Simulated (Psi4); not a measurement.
Psi4 input (wB97X-D/6-31G*):

```
memory 1500 MB

molecule {
-1 1
B    -0.43661856   -0.76965890   -1.10615477
H     0.34896007   -1.70157442   -1.19043560
P     0.13753784    0.31066680    0.28713562
H    -0.92010685    1.04893702    0.86718458
H     0.69117203   -0.15907006    1.54699049
symmetry c1
no_reorient
no_com
}

set {
  basis 6-31G*
  reference rks
  scf_type pk
  dft_radial_points 99
  dft_spherical_points 590
  e_convergence 1e-8
  d_convergence 1e-7
  maxiter 150
}

e = energy('wb97x-d')
print_out(f'\nFINAL {e:.10f} DIPOLE {variable("CURRENT DIPOLE")[0]:.6f} {variable("CURRENT DIPOLE")[1]:.6f} {variable("CURRENT DIPOLE")[2]:.6f}\n')
```

Output:

```
   => Loading Basis Set <=

    Name: 6-31G*
    Role: ORBITAL
    Keyword: BASIS
    atoms 1      entry B          line    94 file 6-31gs.gbs
    atoms 2, 4-5 entry H          line    44 file 6-31gs.gbs
    atoms 3      entry P          line   292 file 6-31gs.gbs

   => WB97X-D: Empirical Dispersion <=

    Chai and Head-Gordon Dispersion Correction
    Chai, J.-D.; Head-Gordon, M. (2010), J. Chem. Phys., 132: 6615-6620

        s6 =       1.000000

         ---------------------------------------------------------
                                   SCF
               by Justin Turney, Rob Parrish, Andy Simmonett
                          and Daniel G. A. Smith
                              RKS Reference
         ---------------------------------------------------------

  ==> Geometry <==

    Molecular point group: c1
    Full point group: C1

    Geometry (in Angstrom), charge = -1, multiplicity = 1:

       Center              X                  Y                   Z               Mass
    ------------   -----------------  -----------------  -----------------  -----------------
         B           -0.436618560000    -0.769658900000    -1.106154770000    11.009305360000
         H            0.348960070000    -1.701574420000    -1.190435600000     1.007825032230
         P            0.137537840000     0.310666800000     0.287135620000    30.973761998420
         H           -0.920106850000     1.048937020000     0.867184580000     1.007825032230
         H            0.691172030000    -0.159070060000     1.546990490000     1.007825032230

  Running in c1 symmetry.

  Rotational constants: A =      3.92870  B =      0.48388  C =      0.44921 [cm^-1]
  Rotational constants: A = 117779.57411  B =  14506.46414  C =  13467.12164 [MHz]
  Nuclear repulsion =   40.239069054136543

  Charge       = -1
  Multiplicity = 1
  Electrons    = 24
  Nalpha       = 12
  Nbeta        = 12

  ==> Algorithm <==

  SCF Algorithm Type is PK.
  DIIS enabled.
  MOM disabled.
  Fractional occupation disabled.
  Guess Type is SAD.
  Energy threshold   = 1.00e-08
  Density threshold  = 1.00e-07
  Integral threshold = 1.00e-12

  ==> Primary Basis <==

  Basis Set: 6-31G*
    Blend: 6-31G*
    Number of shells: 20
    Number of basis functions: 40
    Number of Cartesian functions: 40
    Spherical Harmonics?: false
    Max angular momentum: 2

  ==> DFT Potential <==

   => LibXC <=

    Version 7.1.2
    S. Lehtola, C. Steigemann, M. J. T. Oliveira, and M. A. L. Marques,  SoftwareX 7, 1–5 (2018) (10.1016/j.softx.2017.11.002)

   => Composite Functional: WB97X-D <=

    wB97X-D Hyb-GGA Exchange-Correlation Functional

    J.-D. Chai and M. Head-Gordon,  Phys. Chem. Chem. Phys. 10, 6615–6620 (2008) (10.1039/B810189B)

    Deriv               =              1
    GGA                 =           TRUE
    Meta                =          FALSE

    Exchange Hybrid     =           TRUE
    MP2 Hybrid          =          FALSE

   => Exchange-Correlation Functionals <=

    1.0000   wB97X-D range-separated functional

   => Exact (HF) Exchange <=

    0.7780            HF,LR [omega = 0.2000]
    0.2220               HF

   => LibXC Density Thresholds  <==

    XC_HYB_GGA_XC_WB97X_D:  1.00E-14

   => Molecular Quadrature <=

    Radial Scheme          =       TREUTLER
    Pruning Scheme         =           NONE
    Nuclear Scheme         =       TREUTLER

    Blocking Scheme        =         OCTREE
    BS radius alpha        =              1
    Pruning alpha          =              1
    Radial Points          =             99
    Spherical Points       =            590
    Total Points           =         278257
    Total Blocks           =           2071
    Max Points             =            256
    Max Functions          =             40
    Weights Tolerance      =       1.00E-15

  ==> Integral Setup <==

  Using in-core PK algorithm.
   Calculation information:
      Number of atoms:                   5
      Number of AO shells:              20
      Number of primitives:             54
      Number of atomic orbitals:        40
      Number of basis functions:        40

      Integral cutoff                 1.00e-12
      Number of threads:                 1

  Performing in-core PK
  Using 1009830 doubles for integral storage.
  We computed 21942 shell quartets total.
  Whereas there are 22155 unique shell quartets.

  Computing range-separated integrals for PK
  We computed 21942 wK shell quartets total.
  Whereas there are 22155 wK unique shell quartets.

  ==> DiskJK: Disk-Based J/K Matrices <==

    J tasked:                  Yes
    K tasked:                  Yes
    wK tasked:                 Yes
    Omega:               2.000E-01
    Schwarz Cutoff:          1E-12


  Cached 100.0% of DFT collocation blocks in 0.295 [GiB].

  Minimum eigenvalue in the overlap matrix is 1.0965452202E-02.
  Reciprocal condition number of the overlap matrix is 2.0221180107E-03.
    Using symmetric orthogonalization.

  ==> Pre-Iterations <==

  SCF Guess: Superposition of Atomic Densities via on-the-fly atomic UHF (no occupation information).

   -------------------------
    Irrep   Nso     Nmo
   -------------------------
     A         40      40
   -------------------------
    Total      40      40
   -------------------------

  ==> Iterations <==

                        Total Energy        Delta E     RMS |[F,P]|

   @RKS iter SAD:  -367.28833005934735   -3.67288e+02   0.00000e+00
   @RKS iter   1:  -367.75708394845770   -4.68754e-01   8.95346e-03 ADIIS/DIIS
   @RKS iter   2:  -367.82621788628171   -6.91339e-02   5.89827e-03 ADIIS/DIIS
   @RKS iter   3:  -367.86870555915453   -4.24877e-02   7.57592e-04 ADIIS/DIIS
   @RKS iter   4:  -367.86951527076639   -8.09712e-04   3.24352e-04 ADIIS/DIIS
   @RKS iter   5:  -367.86972252672189   -2.07256e-04   6.91007e-05 DIIS
   @RKS iter   6:  -367.86974575885642   -2.32321e-05   2.39269e-05 DIIS
   @RKS iter   7:  -367.86974984223099   -4.08337e-06   7.59708e-06 DIIS
   @RKS iter   8:  -367.86975031416284   -4.71932e-07   3.09245e-06 DIIS
   @RKS iter   9:  -367.86975040315230   -8.89895e-08   1.30045e-06 DIIS
   @RKS iter  10:  -367.86975042205972   -1.89074e-08   4.03764e-07 DIIS
   @RKS iter  11:  -367.86975042367226   -1.61253e-09   8.46334e-08 DIIS
  Energy and wave function converged.

  ==> Post-Iterations <==

   Electrons on quadrature grid:
      Ntotal   =   23.9999999862 ; deviation = -1.380e-08

    Orbital Energies [Eh]
    ---------------------

    Doubly Occupied:

       1A    -77.007734     2A     -6.607968     3A     -6.442026
       4A     -4.590774     5A     -4.588623     6A     -4.585504
       7A     -0.512776     8A     -0.325604     9A     -0.259170
      10A     -0.180423    11A     -0.100791    12A      0.000076

    Virtual:

      13A      0.261005    14A      0.337539    15A      0.376428
      16A      0.386688    17A      0.480739    18A      0.560715
      19A      0.579646    20A      0.596380    21A      0.633042
      22A      0.749022    23A      0.794048    24A      0.808548
      25A      0.944876    26A      0.979238    27A      1.014901
      28A      1.044404    29A      1.059716    30A      1.179121
      31A      1.249240    32A      1.343779    33A      1.441550
      34A      1.634265    35A      1.760254    36A      1.782619
      37A      1.986029    38A      2.186478    39A      3.726639
      40A      3.839266

    Final Occupation by Irrep:
              A
    DOCC [    12 ]
    NA   [    12 ]
    NB   [    12 ]

  @RKS Final Energy:  -367.86975042367226

   => Energetics <=

    Nuclear Repulsion Energy =             40.2390690541365430
    One-Electron Energy =                -591.8527208947729150
    Two-Electron Energy =                 204.1429215364853462
    DFT Exchange-Correlation Energy =     -20.3982547084819572
    Empirical Dispersion Energy =          -0.0007654110392399
    VV10 Nonlocal Energy =                  0.0000000000000000
    Total Energy =                       -367.8697504236722580

Computation Completed

Properties will be evaluated at   0.000000,   0.000000,   0.000000 [a0]

Properties computed using the SCF density matrix

 Multipole Moments:

 ------------------------------------------------------------------------------------
     Multipole            Electronic (a.u.)      Nuclear  (a.u.)        Total (a.u.)
 ------------------------------------------------------------------------------------

 L = 1.  Multiply by 2.5417464519 to convert [e a0] to [Debye]
 Dipole X            :          0.5144868            0.0000001            0.5144869
 Dipole Y            :          0.4246642            0.0000001            0.4246643
 Dipole Z            :          1.4335119           -0.0000002            1.4335117
 Magnitude           :                                                    1.5811364

 ------------------------------------------------------------------------------------

FINAL -367.8697504237 DIPOLE 0.514487 0.424664 1.433512

*** Psi4 exiting successfully. Buy a developer a beer!
```

The dipole moment of an ion depends on the origin.
